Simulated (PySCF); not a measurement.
# A small calculation by hand: oscillator strength and radiative lifetime

F2HS, SMILES F[SH+]F, charge +1.

Geometry optimised at TPSSh-D3(BJ)/def2-TZVP. The isomer is the one that the SMILES or the coordinates give; other isomers of the formula were not compared.

PySCF 2.14.0 with TDDFT-B3LYP/def2-SVPD puts the first singlet state with f over 0.02 at 7.31 eV (vertical), with the transition dipole (0.258, 0.300, 0.000) in atomic units.

Q: Find the oscillator strength, the wavelength and the radiative lifetime that this transition would have in vacuum if emission retraced absorption.

A: 
|μ|² = 0.1566 au, so |μ| = 1.01 D. ΔE = 7.31/27.211 = 0.2686 hartree. f = (2/3) ΔE |μ|² = 0.028 (the program prints 0.028).
λ = 1239.84/7.31 = 170 nm; ν = 58959 cm⁻¹.
Einstein's coefficient A = 0.6670 ν² f s⁻¹ (ν in cm⁻¹) = 6.5e7 s⁻¹, so τ = 1/A = 15 ns. This state is S2; the lower singlet has f = 0.013. The figure is the radiative limit of this one transition; relaxation, internal conversion, crossing to triplets and a medium change what is measured.
